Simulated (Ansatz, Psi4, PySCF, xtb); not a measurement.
Complex: HF (SMILES F) (first 2 atoms) with CH2O2 (SMILES O=CO); geometry from B3LYP-D3(BJ)/def2-TZVP, rigid monomers moved along the line of their centres of mass till H2···O3 is 2.28 Å.
(charge 0, multiplicity 1):
```xyz
7

F      0.3902     0.0014     0.4621
H     -0.1553    -0.4725     1.0950
O     -0.7792    -0.7679     3.2681
C     -0.1978    -0.0184     4.0256
O      0.7027     0.8829     3.6775
H     -0.3686    -0.0161     5.1063
H      0.8304     0.8532     2.7027
```

```json
[
 {"level": "GFN-FF", "interaction energy (kcal/mol)": "-5.67", "minus MP2/CBS(aug-cc-pVDZ, aug-cc-pVTZ) + ΔCCSD(T)/aug-cc-pVDZ": "1.83", "cost": "-"},
 {"level": "GFN2-xTB", "interaction energy (kcal/mol)": "-6.89", "minus MP2/CBS(aug-cc-pVDZ, aug-cc-pVTZ) + ΔCCSD(T)/aug-cc-pVDZ": "0.61", "cost": "-"},
 {"level": "HF/6-31G*", "interaction energy (kcal/mol)": "-7.02", "minus MP2/CBS(aug-cc-pVDZ, aug-cc-pVTZ) + ΔCCSD(T)/aug-cc-pVDZ": "0.48", "cost": "-"},
 {"level": "HF/6-31G* (no counterpoise)", "interaction energy (kcal/mol)": "-9.28", "minus MP2/CBS(aug-cc-pVDZ, aug-cc-pVTZ) + ΔCCSD(T)/aug-cc-pVDZ": "-1.79", "cost": "-"},
 {"level": "HF/aug-cc-pVTZ", "interaction energy (kcal/mol)": "-6.80", "minus MP2/CBS(aug-cc-pVDZ, aug-cc-pVTZ) + ΔCCSD(T)/aug-cc-pVDZ": "0.70", "cost": "-"},
 {"level": "PBE-D3(BJ)/def2-TZVPPD", "interaction energy (kcal/mol)": "-8.12", "minus MP2/CBS(aug-cc-pVDZ, aug-cc-pVTZ) + ΔCCSD(T)/aug-cc-pVDZ": "-0.62", "cost": "×1"},
 {"level": "B3LYP/6-31G* (no counterpoise)", "interaction energy (kcal/mol)": "-11.20", "minus MP2/CBS(aug-cc-pVDZ, aug-cc-pVTZ) + ΔCCSD(T)/aug-cc-pVDZ": "-3.70", "cost": "-"},
 {"level": "B3LYP/6-311+G** (no counterpoise)", "interaction energy (kcal/mol)": "-7.44", "minus MP2/CBS(aug-cc-pVDZ, aug-cc-pVTZ) + ΔCCSD(T)/aug-cc-pVDZ": "0.05", "cost": "-"},
 {"level": "B3LYP/def2-TZVPPD", "interaction energy (kcal/mol)": "-7.08", "minus MP2/CBS(aug-cc-pVDZ, aug-cc-pVTZ) + ΔCCSD(T)/aug-cc-pVDZ": "0.42", "cost": "×1"},
 {"level": "B3LYP-D4/def2-TZVPPD", "interaction energy (kcal/mol)": "-7.80", "minus MP2/CBS(aug-cc-pVDZ, aug-cc-pVTZ) + ΔCCSD(T)/aug-cc-pVDZ": "-0.31", "cost": "×1"},
 {"level": "PBE0-D3(BJ)/def2-TZVPPD", "interaction energy (kcal/mol)": "-7.97", "minus MP2/CBS(aug-cc-pVDZ, aug-cc-pVTZ) + ΔCCSD(T)/aug-cc-pVDZ": "-0.47", "cost": "×1"},
 {"level": "PBE0-D4/def2-TZVPPD", "interaction energy (kcal/mol)": "-7.92", "minus MP2/CBS(aug-cc-pVDZ, aug-cc-pVTZ) + ΔCCSD(T)/aug-cc-pVDZ": "-0.42", "cost": "×1"},
 {"level": "M06-2X/6-31G* (no counterpoise)", "interaction energy (kcal/mol)": "-10.82", "minus MP2/CBS(aug-cc-pVDZ, aug-cc-pVTZ) + ΔCCSD(T)/aug-cc-pVDZ": "-3.32", "cost": "-"},
 {"level": "wB97X-V/def2-TZVPPD", "interaction energy (kcal/mol)": "-7.87", "minus MP2/CBS(aug-cc-pVDZ, aug-cc-pVTZ) + ΔCCSD(T)/aug-cc-pVDZ": "-0.37", "cost": "×3"},
 {"level": "MP2/6-31G*", "interaction energy (kcal/mol)": "-6.87", "minus MP2/CBS(aug-cc-pVDZ, aug-cc-pVTZ) + ΔCCSD(T)/aug-cc-pVDZ": "0.63", "cost": "-"},
 {"level": "MP2/6-31G* (no counterpoise)", "interaction energy (kcal/mol)": "-10.61", "minus MP2/CBS(aug-cc-pVDZ, aug-cc-pVTZ) + ΔCCSD(T)/aug-cc-pVDZ": "-3.11", "cost": "-"},
 {"level": "MP2/aug-cc-pVDZ", "interaction energy (kcal/mol)": "-7.05", "minus MP2/CBS(aug-cc-pVDZ, aug-cc-pVTZ) + ΔCCSD(T)/aug-cc-pVDZ": "0.45", "cost": "-"},
 {"level": "MP2/aug-cc-pVTZ", "interaction energy (kcal/mol)": "-7.25", "minus MP2/CBS(aug-cc-pVDZ, aug-cc-pVTZ) + ΔCCSD(T)/aug-cc-pVDZ": "0.25", "cost": "×3"},
 {"level": "MP2/CBS(aug-cc-pVDZ, aug-cc-pVTZ) + ΔCCSD(T)/aug-cc-pVDZ", "interaction energy (kcal/mol)": "-7.50", "minus MP2/CBS(aug-cc-pVDZ, aug-cc-pVTZ) + ΔCCSD(T)/aug-cc-pVDZ": "0.00", "cost": "×10"},
 {"level": "SAPT0/jun-cc-pV(D+d)Z", "interaction energy (kcal/mol)": "-7.65", "minus MP2/CBS(aug-cc-pVDZ, aug-cc-pVTZ) + ΔCCSD(T)/aug-cc-pVDZ": "-0.15", "cost": "-"}
]
```

 The comparison column counts from a level with limits of its own.

The rows run from -11.20 (B3LYP/6-31G* (no counterpoise)) to -5.67 kcal/mol (GFN-FF). From aug-cc-pVDZ to aug-cc-pVTZ MP2 changes by -0.20. The dispersion term adds -0.73 in B3LYP-D4.

Monomers are frozen at their geometry in the pair; levels with a basis set take the counterpoise correction. Rows marked so take none.

Correlated levels freeze the cores. CBS(a, b) extrapolates the correlation energy as X⁻³ and adds the Hartree–Fock energy of set b. Rows in 6-311+G**, 6-31G* carry no dispersion term and start afresh at each structure (6-31G* with six Cartesian d functions). MP2/6-31G* freezes PySCF's default core.

Run with Ansatz (Gaussian orbitals); Psi4 for SAPT; PySCF for 6-311+G** rows, 6-31G* rows, the dispersion terms; xtb for the GFN methods. 

Costs are rough ratios of core time to PBE/def2-TZVPPD (about 4 s over the structures, on one shared machine); a dash marks a level with no comparable run of its own.

Ansatz is a program for electronic structure.
